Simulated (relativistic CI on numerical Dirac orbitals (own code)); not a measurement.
**Magnetism of Er²⁺, 4f12, in a crystal field**

Calculated by Dirac-Coulomb-Breit CI, KLI orbitals optimised for each configuration, model QED (radiative potential, 1s self-energy scaled to tabulated hydrogen-like ionisation energies), valence Slater integrals scaled by 0.85, one configuration in a parametric crystal field (own radial code).

Field parameters in Wybourne normalisation; cubic f-shell fields have B⁴₄ = √(5/14) B⁴₀ and B⁶₄ = −√(7/2) B⁶₀. The field is a parameter set, without covalency.

S is read from ⟨S²⟩ = S(S + 1).

Powder χT (cm³ K mol⁻¹) by Van Vleck's formula, with temperature-independent terms:

```tsv
Field	2 K	5 K	10 K	20 K	50 K	100 K	200 K	300 K
C2v, B20 = 290, B22 = -20, B40 = 450, B42 = 330, B44 = 330, B60 = -50, B62 = 120, B64 = 70, B66 = -380 cm⁻¹	1.02	2.34	3.64	4.92	6.1	6.69	7	7.08
D3h, B20 = 430, B40 = -160, B60 = -280, B66 = -10 cm⁻¹	0.787	1.96	3.69	5.38	6.54	6.94	7.09	7.12
D4h, B20 = 260, B40 = 730, B44 = 450, B60 = -170, B64 = -130 cm⁻¹	0.725	1.81	3.39	5.12	6.43	6.85	7.04	7.09
D4h, B20 = 300, B40 = 870, B44 = 90, B60 = 50, B64 = 30 cm⁻¹	3.37	4.56	5.19	5.78	6.57	6.93	7.07	7.11
Oh, B40 = 1530, B60 = 530 cm⁻¹	0.227	0.567	1.13	2.26	4.86	6.19	6.69	6.87
Oh, B40 = 1420, B60 = 530 cm⁻¹	0.243	0.607	1.21	2.42	5.07	6.26	6.72	6.89
```

Problem. For D3h, B20 = 430, B40 = -160, B60 = -280, B66 = -10 cm⁻¹: what effective moment follows at 300 K?

Solution. μ_eff = √(8χT) = 7.55 μB. The LS value g√(J(J + 1)) of the free ion's 3H_6 level is 7.56 μB.
